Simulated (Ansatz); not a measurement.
`C[Se][Ti]([Cl])([Cl])[Cl]` + CH₃OH → `C[O][Ti]([Cl])([Cl])[Cl]` + `C[SeH]`  (ligand exchange at a Ti–Se bond)

Isolated molecules relaxed with PBE0-D4/def2-TZVP in Ansatz; ΔE leaves out vibrations. CBS: MP2 limit from def2 TZ/QZ plus the TZ coupled-cluster correction, frozen cores. This one scheme is used for every species. DFT in def2-TZVPP. For Se, Ti outer-core shells are correlated without core-valence functions, which leaves a few kJ/mol of doubt a bond. Scalar relativity is left out up to krypton. Each species was taken in one conformer, which may not be the lowest.

`C[Se][Ti]([Cl])([Cl])[Cl]`:

```xyz
9

C    -1.629   -0.256    0.237
Se   -0.125   -1.505    0.055
Ti    1.550    0.147   -0.223
Cl    1.019    1.332   -1.975
Cl    3.382   -0.985   -0.455
Cl    1.518    1.418    1.549
H    -1.472    0.385    1.101
H    -1.728    0.335   -0.671
H    -2.516   -0.870    0.382
```

CH₃OH:

```xyz
6

C     0.149    0.086    0.312
O    -0.060    0.127   -1.081
H     0.951    0.790    0.535
H     0.461   -0.907    0.659
H    -0.740    0.392    0.877
H    -0.762   -0.488   -1.302
```

`C[O][Ti]([Cl])([Cl])[Cl]`:

```xyz
9

C    -0.275   -1.481    0.674
O    -0.042   -0.230    0.104
Ti    0.244    1.313   -0.598
Cl   -0.186    1.196   -2.739
Cl    2.338    1.851   -0.272
Cl   -1.074    2.771    0.363
H     0.645   -1.846    1.137
H    -0.596   -2.180   -0.102
H    -1.055   -1.395    1.433
```

`C[SeH]`:

```xyz
6

C     0.225    0.488    0.098
Se   -0.587   -0.893   -1.013
H    -0.466    0.810    0.874
H     0.434    1.324   -0.568
H     1.157    0.131    0.531
H    -0.763   -1.860    0.078
```

```csv
level,ΔE (kJ/mol)
LDA (SPW92),-50.3
BLYP-D4,-48.1
LC-ωPBE,-70.0
MP2/CBS(def2),-21.5
```

Question: What does CCSD(T)/CBS give? (Best estimate.)

Answer: Ansatz gave: -39.6 kJ/mol. The listed levels differ from it by -10.7, -8.5, -30.4, 18.1 kJ/mol.

Largest T1 diagnostic among the species: 0.025, so the coupled-cluster value is less sure than usual.

The D4 term adds +9.6 kJ/mol with B3LYP and +5.1 kJ/mol with PBE0; it sums over pairs of atoms, weighted by their polarisabilities, and B3LYP, whose exchange is more repulsive, gets the larger term. Leaving LDA and LC-ωPBE aside and taking each functional with its dispersion term where it has one, the values, not all of them listed here, spread over 24.0 kJ/mol, from CAM-B3LYP-D4 to PBE-QIDH.

B3LYP here is the variant with VWN-RPA as its local correlation; programs differ in this.
